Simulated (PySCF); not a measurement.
**Induced dipoles and field energies**

C2H10N2OSi2.
Structure used (GFN2-xTB), in Å, numbered top down from 1:
```xyz
17
C2H10N2OSi2 angstrom
C     -0.3372   -2.0183    0.6288
Si     0.2631   -0.3695   -0.1157
N      1.1303   -0.8593   -1.5446
Si     1.0546    1.2946    1.2812
N     -1.1926    0.3338   -0.8792
C     -1.6074    1.5575   -0.5722
O     -1.0707    2.2885    0.2363
H      0.4879   -2.5477    1.0941
H     -0.7613   -2.6725   -0.1282
H     -1.0909   -1.8589    1.3939
H      1.4711   -0.1390   -2.1639
H      1.8502   -1.5548   -1.4289
H      2.3025    0.7532    1.8871
H      1.5160    2.4869    0.5728
H      0.1997    1.5921    2.4247
H     -1.7122   -0.1693   -1.5803
H     -2.5100    1.8950   -1.1159
```

Level: CAM-B3LYP/def2-SVPD (PySCF); nuclei fixed, core orbitals frozen in the response. Permanent dipole (-0.646, -2.717, -2.509) D (1 au = 2.5417 D). Static polarisability (au):

```
x    94.00  -0.53   7.70
y    -0.53 105.81   7.83
z     7.70   7.83  93.91
```

Only the terms in μ and α are kept: μ(F) = μ + αF and ΔE = −μ·F − ½ F·αF.

**Question.** Apply 0.01 au along ±x, ±y and ±z in turn. Tabulate induced and total dipoles and both energy terms.

**Answer.** 
| field along | induced x (D) | induced y (D) | induced z (D) | total size (D) | −μ·F (kJ/mol) | −½F·αF (kJ/mol) |
| --- | --- | --- | --- | --- | --- | --- |
| +x | 2.389 | -0.013 | 0.196 | 3.981 | +6.673 | -12.340 |
| −x | -2.389 | 0.013 | -0.196 | 4.882 | -6.673 | -12.340 |
| +y | -0.013 | 2.689 | 0.199 | 2.402 | +28.065 | -13.890 |
| −y | 0.013 | -2.689 | -0.199 | 6.080 | -28.065 | -13.890 |
| +z | 0.196 | 0.199 | 2.387 | 2.561 | +25.917 | -12.328 |
| −z | -0.196 | -0.199 | -2.387 | 5.760 | -25.917 | -12.328 |

**Question.** For the field (-0.0070, -0.0090, 0.0050) au, what is the induced dipole, and what angle does it make with the field?

**Answer.** αF = (-1.562, -2.312, 0.877) D, at 7.2° to the field. The polarisability along this direction, F·αF/F², is 91.70 au, against a mean of 97.91 au.

**Question.** At what field along the permanent dipole would the induced dipole along it equal the permanent one, in this linear picture?

**Answer.** The polarisability along the dipole is 109.36 au, so F = 1.4770 au / 109.36 au = 0.0135 au = 0.69 V/Å; higher-order terms are ignored.

**Question.** What field makes μF equal to kT at 200 K?

**Answer.** kT = 0.6334 × 10⁻³ Eh, so F = 0.000429 au = 2.21 MV/cm.

**Question.** Induction energy −ᾱe²/2R⁴ of a unit charge at 18 Å, the molecule taken as a point?

**Answer.** R = 34.02 bohr, so the energy is −97.9/(2 × 34.02⁴) Eh = -0.096 kJ/mol. The charge–dipole term at its most favourable orientation, −μe/R², is -3.35 kJ/mol.

The structure is a single GFN2-xTB conformer in the gas phase; no vibrational or solvent corrections.

The run behind these numbers computed excited states as well. Hardware: one thread of an Arm Neoverse N1, no GPU, shared host with 64 logical CPUs at a one-minute load of 47. Cost: 1.8 min wall (grids of density and orbitals included), 1.0 GiB resident at most.
